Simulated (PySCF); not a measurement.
BH5P2. Atoms are numbered in the order given.

```xyz
8

B      0.0809     0.7239     0.0000
H      0.0362     1.9137     0.0000
P     -0.1120    -0.1400    -1.6608
H      0.7662     0.6244    -2.4582
H      0.6934    -1.2903    -1.5124
P     -0.1120    -0.1400     1.6608
H      0.6934    -1.2903     1.5124
H      0.7662     0.6244     2.4582
```
Charge 0, spin multiplicity 1.

Geometry: B3LYP-D3(BJ)/def2-TZVP. Other conformers were not sampled.

Level of theory: PySCF 2.14.0 with TDDFT-ωB97X/def2-SVPD.

Vertical excitations. Gas-phase values at a fixed geometry. State labels are in the subgroup Cs.

| state | symmetry | energy (eV) | λ (nm) | f | main pairs |
|---|---|---|---|---|---|
| S1 | A" | 4.74 | 262 | 0.166 | HOMO→LUMO 92 % |
| S2 | A' | 5.66 | 219 | 0.018 | HOMO−1→LUMO 77 %, HOMO−3→LUMO 18 % |
| S3 | A" | 6.33 | 196 | 0.003 | HOMO→LUMO+1 58 %, HOMO→LUMO+2 30 % |
| S4 | A" | 6.49 | 191 | 0.082 | HOMO−2→LUMO 89 % |
| S5 | A' | 6.72 | 184 | 0.040 | HOMO−3→LUMO 74 %, HOMO−1→LUMO 17 % |
| S6 | A" | 6.81 | 182 | 0.003 | HOMO→LUMO+2 53 %, HOMO→LUMO+1 27 %, HOMO−1→LUMO+3 9 % |
| S7 | A' | 7.10 | 175 | 0.028 | HOMO−1→LUMO+2 33 %, HOMO→LUMO+3 30 %, HOMO→LUMO+5 21 %, HOMO−1→LUMO+1 9 % |
| S8 | A' | 7.34 | 169 | 0.162 | HOMO−1→LUMO+1 51 %, HOMO→LUMO+3 31 % |
| S9 | A" | 7.67 | 162 | 0.187 | HOMO→LUMO+4 67 %, HOMO→LUMO+6 14 % |
| S10 | A' | 8.06 | 154 | 0.056 | HOMO→LUMO+7 31 %, HOMO−1→LUMO+4 21 %, HOMO−1→LUMO+2 21 %, HOMO→LUMO+3 13 % |
| T1 | A" | 3.72 | 333 | 0 | HOMO→LUMO 95 % |
| T2 | A' | 4.53 | 274 | 0 | HOMO−1→LUMO 93 % |
| T3 | A" | 5.78 | 215 | 0 | HOMO→LUMO+2 55 %, HOMO→LUMO+1 26 %, HOMO−1→LUMO+5 10 % |
| T4 | A' | 5.93 | 209 | 0 | HOMO−3→LUMO 89 % |
Triplets are in the Tamm–Dancoff approximation, which puts them higher than full response would, so one can lie above its singlet here.
